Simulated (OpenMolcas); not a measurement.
**Nd4+: CASPT2 settings compared**

- Program: OpenMolcas 26.06
- Basis: ANO-RCC-VTZP [8s7p5d3f2g1h]
- Scalar Hamiltonian: DKH2, point nucleus
- Active space: 2 electrons in 7 orbitals (4f)
- State averaging: 2S+1 = 3 even, 21 roots; 2S+1 = 1 even, 27 roots kept (CI in the orbitals of an earlier block)
- Spin-orbit coupling: state interaction with AMFI integrals over the reference wave functions, term energies averaged over their components

Methods on the same reference wave functions:
A. CASSCF
B. SS-CASPT2, IPEA 0.75 Eh, imaginary shift 0.25 Eh (closed shells correlated: 5s 5p)
C. SS-CASPT2, IPEA 0.2 Eh, sigma1 regulariser 0.25 Eh (closed shells correlated: none)
D. XMS-CASPT2, IPEA 0.5 Eh, sigma2 regulariser 0.3 Eh (closed shells correlated: none)

Energies in cm-1 above 4f2 3H4, the measured ground level; measured values from the list in Carvajal Gallego et al., Mon. Not. R. Astron. Soc. 518, 332 (2023).

```
  Level      A      B      C      D  Measured
4f2 3H4    0.0    0.0    0.0    0.0       0.0
4f2 3H5   2991   3010   3010   3010      2834
4f2 3H6   6104   6110   6120   6120      5743
4f2 3F2   7779   6660   7290   7310      5894
4f2 3F3   9716   8640   9240   9270      7785
4f2 1D2  27040  24030  25440  25360     20551
4f2 1I6  32389  30180  31570  31530     26088
4f2 3P0  33844  30110  32030  31910     25051
4f2 3P1  34374  30640  32560  32430     25893
4f2 3P2  36027  32350  34230  34110     27479
```

Deviations, from unrounded energies. A percentage is the sum of absolute deviations over the sum of measured energies, with the sign that they share, or ± where signs differ.

```json
{"Against measurement": "mean absolute deviation (cm-1)", "Levels": "9", "A": "4800", "B": "2700", "C": "3800", "D": "3700"}
{"Against measurement": "fine structure of the ground term (%)", "Levels": "2", "A": "+6.0", "B": "+6.3", "C": "+6.5", "D": "+6.5"}
{"Against measurement": "other terms of the ground configuration (%)", "Levels": "7", "A": "+30.6", "B": "+17.2", "C": "+24.2", "D": "+23.9"}
```

B lies closest to measurement on these levels and A furthest from it. The largest miss of B in the table is 4f2 3P0, by +5100 cm-1. The ranking rests on the paired levels alone, and a cruder setting can come out closer through cancelling errors.

Among B to D the level of the table that moves most is 4f2 3P0, by 1900 cm-1 (lowest in B, highest in C). Moves below CASPT2's spread within the term are not significant.

From A to B the spin-free energies of the other terms of 4f2 shown, above 3H, scale by factors of 0.84 to 0.92, as is usual when dynamic correlation screens the repulsion within a d or f shell.

The lowest spin-free term lies below A's lowest term by 0.232 hartree in B, 0.004 hartree in C, 0.004 hartree in D.

CASPT2 does not keep the components of a term degenerate, so their means are used; among the terms shown or strongly mixed into the levels shown the widest spread is 520 cm-1 (4f2 1I, B). Terms from blocks run as CI alone lack orbitals of their own. Without dynamic correlation excited terms often stand tens of per cent too high (terms of higher spin than the ground term too low), and those without a measured partner can miss by more than the paired ones (holds for A). Some terms miss by over 15 % even with CASPT2, which points to a basis or an active space too small for the shells correlated (holds for B; C; D). Measured partners are found by configuration, term and J. A level has none where our copy of the source lacks it or the pairing is in doubt (some pairs that miss far off the trend of their configuration count as doubtful), and it then counts in no deviation. Levels of configurations outside the active space are missing. The table leaves out levels that lie high or whose names do not pair safely across all columns.
